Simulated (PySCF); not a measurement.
CH₆FNOSi. Atoms are numbered in the order given.

```xyz
11

C      1.2647    -1.3151     0.1261
Si    -0.0290     0.0098     0.0046
N     -1.4125    -0.5758    -0.7972
O     -0.5465     0.6249     1.4565
F      0.6874     1.2761    -0.7535
H      1.5228    -1.7042    -0.8724
H      0.9068    -2.1550     0.7411
H      2.1891    -0.9224     0.5777
H     -1.3612    -1.2405    -1.5591
H     -2.2946    -0.0776    -0.7718
H     -0.0724     1.3996     1.7739
```

Coordinates come from a ωB97X-D3(BJ)/def2-SVP optimisation. This is a generated structure with no PubChem entry under its InChIKey; it may be hypothetical. The values are those of a single conformer.

All values below come from PySCF with PBE/pcSseg-1.

GIAO shieldings, no solvent; atoms listed in one row are averaged. δ = σ(ref) − σ: ¹³C against TMS (σ = 182.0 ppm); ²⁹Si against TMS (σ = 335.4 ppm); ¹⁵N against NH3 (σ = 267.0 ppm); ¹⁷O against H2O (σ = 334.3 ppm); ¹⁹F against CFCl3 (σ = 133.6 ppm); ¹H against TMS (σ = 31.49 ppm), references at their B3LYP-D3(BJ)/def2-TZVP geometries, non-relativistic.

Computed chemical shifts:
```tsv
nucleus	atoms	count	δ (ppm)
¹³C	C1	1	-2.4
²⁹Si	Si2	1	-18.7
¹⁵N	N3	1	35.9
¹⁷O	O4	1	56.5
¹⁹F	F5	1	-150.1
¹H	H11	1	1.50
¹H	H10	1	1.22
¹H	H9	1	0.94
¹H	H6, H7, H8	3	0.35
```
